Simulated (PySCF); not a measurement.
**Correlation energy of Rh⁺ (rhodium, charge +1)**

[Kr] 4d7 5p1, one real determinant (an excited configuration). Computed with PySCF 2.14 in x2c-TZVPPall with one added diffuse shell each of s, p, d, f type (9s7p7d3f1g, 95 functions), with the spin-free X2C one-electron Hamiltonian (Gaussian nucleus). Frozen: [Kr]; 8 electrons correlated.

```
  level  correlation energy (mhartree)
   CCSD                        -177.89
    (T)                          -5.22
CCSD(T)                        -183.11
```

Diagnostics: T1 = 0.013, D1 = 0.0482, largest double amplitude 0.037.

The real determinant used has ⟨L²⟩ near 14 against 20 for a pure G term, so it mixes terms.

Cost of the coupled-cluster step: of the order of 70 core-seconds, for 8 correlated electrons.

The reference is one real determinant that mixes LS terms of this configuration.
